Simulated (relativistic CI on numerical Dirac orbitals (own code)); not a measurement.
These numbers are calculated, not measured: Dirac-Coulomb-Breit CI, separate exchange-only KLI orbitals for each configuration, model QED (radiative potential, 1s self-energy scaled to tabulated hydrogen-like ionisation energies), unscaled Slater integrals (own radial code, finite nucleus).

The strongest absorption lines from the ground level of an ion, among the configurations computed and to levels below about 177 eV (vacuum wavelength in Å, gf): 70.017 (5), 70.458 (0.89), 70.823 (3.7), 72.381 (0.71), 73.529 (0.15), 91.043 (0.25), 91.600 (0.22), 94.556 (0.28).

**Question.** Which ion is it?
A. Er²⁹⁺
B. Gd²⁵⁺
C. Gd²⁷⁺
D. Sm²³⁺

**Answer.** B. Gd²⁵⁺ has 39 electrons and the ground level 4s²4p⁶4d³ ⁴F3/2; the strongest line goes to 4s²4p⁶4d²4f ⁴G°5/2. The pattern of lines fixes the number of electrons, and along that sequence the line energies rise steadily with the charge (about as its square where n changes within one kind of shell, about linearly where n is kept but much faster in heavy ions where fine structure, which grows about as Z⁴, sets the gap, and irregularly where shells cross), which fixes Z. Configurations outside the model, such as inner-shell arrays, can give stronger lines. At this charge energies of transitions that change n are usually good to better than 1 %, and those within a shell (Δn = 0) to a few per cent. Terms inside the open d or f shell come out 10 to 20 % too wide with unscaled integrals.

LS names give the leading component of a level, which can be under half, so a name can repeat, a term be missing and a line seem to break the LS rules.
